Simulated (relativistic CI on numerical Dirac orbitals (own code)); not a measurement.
**Mn2+ in a cubic cluster: 3s photoemission with charge transfer**

Computed with a charge-transfer multiplet model of a cubic metal-ligand cluster with up to 3 ligand holes, Slater and spin-orbit integrals from Dirac-Coulomb-Breit ions, Slater integrals scaled by 0.8. The ground state mixes d5 with configurations of k ligand holes L, whose averages lie at kΔ + k(k − 1)U_dd/2; a core hole lowers each added d electron by U_cd. 300 K, Lorentzian 1.4 eV and Gaussian 0.8 eV FWHM.

Atomic integrals in eV (Slater integrals scaled, ζ unscaled), ground: F2dd 8.204, F4dd 5.095, zeta_d 0.037; with the core hole: F2dd 9.170, F4dd 5.739, zeta_d 0.045, G2cd 9.371.

Cluster parameters (eV): Δ = 6.5, U_cd = 7.6, 10Dq = 1.15, 10Dq(ligand) = 0.9, V(eg) = 1.25, V(t2g) = -0.64, final-state hopping factor = 0.9.

```tsv
Case	n_d	d5	d6L	d7L2	d8L3	S
U_dd = 4.4 eV	5.05	0.95	0.05	0.00	0.00	2.50
U_dd = 6.5 eV	5.05	0.95	0.05	0.00	0.00	2.50
U_dd = 7.9 eV	5.05	0.95	0.05	0.00	0.00	2.50
```

Weights, n_d and S are thermal averages at 300 K. Binding energies count from the first peak over 30 % of the highest in each spectrum, which can be another peak from case to case. The parameters are a model scan and need not match a compound or its usual spin state. Peaks in eV (height, largest 100):
- U_dd = 4.4 eV: 0.0 (100), 3.8 (18), 10.5 (51), 13.7 (30)
- U_dd = 6.5 eV: 0.0 (100), 4.0 (17), 10.5 (52), 14.0 (27)
- U_dd = 7.9 eV: 0.0 (100), 4.0 (16), 10.5 (54), 14.1 (25)

For the case U_dd = 6.5 eV, Δ = 6.5 eV equals U_dd = 6.5 eV, the border between the two sides of the Zaanen-Sawatzky-Allen scheme. With the core hole the average of the configuration with one ligand hole lies at Δ − U_cd = -1.1 eV before mixing: the effective hopping of about 1.9 eV (from the holes of the mixed ground state) is comparable with this gap or larger, so the configurations mix strongly.

Without intra-shell correlation the exchange splitting of the 3s hole comes out too large.
